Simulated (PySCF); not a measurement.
NbOBr, SMILES [O]=[Nb][Br] (connectivity only; charge and spin as stated), neutral, multiplicity 3. Atoms are numbered in the order given.

```xyz
3

Nb     0.2964     0.9286     0.0000
O     -1.0875     1.9010     0.0000
Br    -0.0986    -1.5223     0.0000
```
Charge 0, spin multiplicity 3.

Geometry: B3LYP-D3(BJ)/def2-TZVP. The spin state was assumed, not searched. The def2 effective core potentials stand for the cores of Nb; spin–orbit coupling is left out.

Computed with PBE/def2-TZVPD in PySCF.

Mulliken values depend strongly on the basis, most of all with diffuse functions as here. ESP charges are fitted to the potential on shells at 1.4 to 2.0 van der Waals radii. Atomic charges (e):

| atom | ESP fit | Mulliken | Mulliken spin |
|---|---|---|---|
| Nb1 | ? | 0.90 | 2.18 |
| O2 | ? | -0.57 | -0.13 |
| Br3 | ? | -0.32 | -0.05 |

### Question
Complete the blanks. (The exact figures need the calculation; the answer reports its results.)

### Answer

- Nb1, ESP fit: 0.69
- O2, ESP fit: -0.40
- Br3, ESP fit: -0.29
